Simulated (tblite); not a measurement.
Species: C5H8ClF3Si.
SMILES with atom numbers: `[CH3:1]/[CH:2]=[C:3](/[Cl:4])[CH2:5][SiH2:6][C:7]([F:8])([F:9])[F:10]` (hydrogens: H11, H12, H13 on C1; H14 on C2; H15, H16 on C5; H17, H18 on Si6)

The geometry is computed with GFN2-xTB (gas phase).

Question: List the bond lengths, angles and torsions at this level.

Answer: 
```json
{"bond": "C1–C2", "length (Å)": "1.495", "order": "single"}
{"bond": "C2=C3", "length (Å)": "1.325", "order": "double"}
{"bond": "C3–Cl4", "length (Å)": "1.742", "order": "single"}
{"bond": "C3–C5", "length (Å)": "1.490", "order": "single"}
{"bond": "C5–Si6", "length (Å)": "1.905", "order": "single"}
{"bond": "Si6–C7", "length (Å)": "1.950", "order": "single"}
{"bond": "C7–F8, C7–F9, C7–F10", "length (Å)": "1.348", "order": "single"}
{"bond": "C1–H11, C1–H12, C1–H13", "length (Å)": "1.088", "order": "single"}
{"bond": "C2–H14", "length (Å)": "1.081", "order": "single"}
{"bond": "C5–H15, C5–H16", "length (Å)": "1.092", "order": "single"}
{"bond": "Si6–H17, Si6–H18", "length (Å)": "1.460", "order": "single"}
```

Bonds in one row agree within 0.01 Å and their mean is given. Orders are formal, as drawn. A selection of angles:
```json
{"angle": "C2–C1–H11", "degrees": "112.1"}
{"angle": "C2–C1–H12", "degrees": "110.2"}
{"angle": "H11–C1–H12", "degrees": "108.6"}
{"angle": "H12–C1–H13", "degrees": "107.7"}
{"angle": "C1–C2–C3", "degrees": "125.5"}
{"angle": "C1–C2–H14", "degrees": "115.6"}
{"angle": "C3–C2–H14", "degrees": "118.9"}
{"angle": "C2–C3–Cl4", "degrees": "119.2"}
{"angle": "C2–C3–C5", "degrees": "128.1"}
{"angle": "Cl4–C3–C5", "degrees": "112.7"}
{"angle": "C3–C5–Si6", "degrees": "110.9"}
{"angle": "C3–C5–H15", "degrees": "108.8"}
{"angle": "Si6–C5–H15", "degrees": "109.2"}
{"angle": "Si6–C5–H16", "degrees": "111.1"}
{"angle": "H15–C5–H16", "degrees": "107.0"}
{"angle": "C5–Si6–C7", "degrees": "104.2"}
{"angle": "C5–Si6–H17", "degrees": "112.6"}
{"angle": "C5–Si6–H18", "degrees": "114.7"}
{"angle": "C7–Si6–H17", "degrees": "104.6"}
{"angle": "H17–Si6–H18", "degrees": "114.1"}
{"angle": "Si6–C7–F8", "degrees": "113.0"}
{"angle": "Si6–C7–F9", "degrees": "112.4"}
{"angle": "F8–C7–F9", "degrees": "105.9"}
```

Torsions: C1–C2–C3–Cl4 -178° (antiperiplanar); C2–C3–C5–Si6 -105° (anticlinal); C3–C5–Si6–C7 173° (antiperiplanar); C5–Si6–C7–F8 58° (synclinal). The mirror-image conformer, all signs reversed, is as good.

The C–Si distances run from 1.905 Å (C5–Si6, drawn single) to 1.950 Å (Si6–C7, drawn single), a spread of 0.045 Å. The C–C distances run from 1.325 Å (C2=C3, drawn double) to 1.495 Å (C1–C2, drawn single), a spread of 0.170 Å. Si6 (SiH2 silicon) is distorted tetrahedral (angles from 104.2° to 114.7°). Of the pairs four or more bonds apart, H11···H16 is among the closest relative to their van der Waals radii: 2.17 Å, 91 % of the sum of Bondi's values.

Point group: C1 (no symmetry element, even within 0.4 Å). GFN2-xTB frequencies show an imaginary mode (31i cm⁻¹), so the point is no minimum at that level. 3 starts were optimised and ended at 0.00, 0.05 and 0.77 kcal/mol (GFN2-xTB); the lowest of these is shown.

On Arm Neoverse N1, one thread, on a shared host, this took 1.6 s of wall time. This is the geometry optimisation.
